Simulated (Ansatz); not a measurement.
One change: `N[SiH2][SiH](F)[SiH3]` becomes `F[SiH]([SiH3])[SiH3]`.

Ansatz, PBE0-D4/def2-TZVP geometries, multiplicity 1. Each molecule was computed in one conformer, which needn't be the lowest.

```tsv
property	`N[SiH2][SiH](F)[SiH3]`
LUMO energy (ωB97M-V/def2-TZVPP) / eV	0.79
HOMO energy (ωB97M-V/def2-TZVPP) / eV	-9.02
LUMO energy (PBE/def2-TZVPP) / eV	-1.76
HOMO–LUMO gap (PBE/def2-TZVPP) / eV	4.01
HOMO–LUMO gap (ωB97M-V/def2-TZVPP) / eV	9.81
size of the dipole moment (PBE/def2-TZVPP) / D	1.41
```

Problem. What does the change do to each property? (An estimate is asked.)

Solution. Computed: 
| property | `F[SiH]([SiH3])[SiH3]` | shift |
| --- | --- | --- |
| LUMO energy (ωB97M-V/def2-TZVPP) / eV | 0.80 | 0.01 |
| HOMO energy (ωB97M-V/def2-TZVPP) / eV | -9.89 | -0.87 |
| LUMO energy (PBE/def2-TZVPP) / eV | -1.85 | -0.09 |
| HOMO–LUMO gap (PBE/def2-TZVPP) / eV | 4.97 | 0.96 |
| HOMO–LUMO gap (ωB97M-V/def2-TZVPP) / eV | 10.68 | 0.87 |
| size of the dipole moment (PBE/def2-TZVPP) / D | 1.05 | -0.36 |

With PBE0 the HOMO falls by 0.95 eV and the LUMO falls by 0.06 eV, so the gap widens by about 0.89 eV. PBE moves the HOMO by -1.04 eV and ωB97M-V by -0.87 eV. Dipoles are sizes alone; their direction can turn.
